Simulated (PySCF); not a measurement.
C3H7BFN, SMILES FB1CCCN1. Geometry: PBE0-D3(BJ)/def2-SVP. The structure was generated by enumeration, and PubChem lists no compound with its InChIKey, so it may never have been made. The values are those of a single conformer.

Computed equilibrium geometry at PBE0-D3(BJ)/def2-SVP (PySCF confirms it by a frequency run) as Cartesian coordinates in Å (one conformer of several):
```xyz
13

F      1.6560     1.0653     0.9625
B      0.6431     0.4372     0.3566
C     -0.6082     1.0811    -0.3618
C     -1.5173    -0.1485    -0.5198
C     -0.5846    -1.3697    -0.5536
N      0.5651    -0.9547     0.2294
H     -1.0864     1.9148     0.1731
H     -0.2872     1.4799    -1.3422
H     -2.1760    -0.1141    -1.4011
H     -2.1696    -0.2286     0.3651
H     -0.2929    -1.6175    -1.5931
H     -1.0684    -2.2687    -0.1357
H      1.2660    -1.6336     0.4945
```
Charge 0, spin multiplicity 1.
